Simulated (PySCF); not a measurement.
An unknown gives this computed stick spectrum. Method: PySCF 2.14.0, density-fitted response routines, TDDFT CAM-B3LYP/def2-SVPD, vertical, gas phase, core orbitals frozen in the response. Geometries: GFN2-xTB, one conformer each.

| state | E (eV) | f |
| --- | --- | --- |
| S1 | 4.57 | 0.0032 |
| S2 | 5.35 | 0.131 |
| S3 | 6.61 | 0.0088 |
| S4 | 7.08 | 0.011 |
| S5 | 7.30 | 0.0058 |
| S6 | 7.32 | 0.0012 |
| S7 | 7.45 | 0.117 |
| S8 | 7.57 | 0.0006 |

Question: Which structure fits? All have the formula C4H9NO2Si.
A. `CC(=O)NC[SiH2]C=O`
B. `O=CN1CCC[Si@@H]1O`
C. `[H]/N=C\C(=C)O[SiH2]OC`

Answer: C. Its S1 lies at 4.57 eV; the nearest of the others has S1 at 5.52 eV. S1 is HOMO-1→LUMO (96%). Löwdin shares by element: HOMO carbon 58% or more, oxygen 17% or more, nitrogen 10%; LUMO carbon 58% or more, nitrogen 24% (atoms not listed hold the other 19%). At the same level the other candidates give, for their lowest levels:
- `CC(=O)NC[SiH2]C=O`: 3.18 eV (f 0.000); 5.73 eV (f 0.005); 5.93 eV (f 0.001); 6.30 eV (f 0.072); 6.55 eV (f 0.024); T1 2.50 eV; HOMO -7.40, LUMO 0.51 eV
- `O=CN1CCC[Si@@H]1O`: 5.52 eV (f 0.001); 6.89 eV (f 0.169); 7.15 eV (f 0.010); 7.36 eV (f 0.033); 7.48 eV (f 0.116); T1 5.01 eV; HOMO -8.91, LUMO 0.59 eV

Shape of the structure used: `[H]/[N:4]=[CH:3]\[C:2](=[CH2:1])[O:5][SiH2:6][O:7][CH3:8]`: C1–C2–C3–N4 -1°, C1–C2–O5–Si6 -1°, C2–O5–Si6–O7 178°, O5–Si6–O7–C8 -179°.
Triplets come from the Tamm–Dancoff approximation.
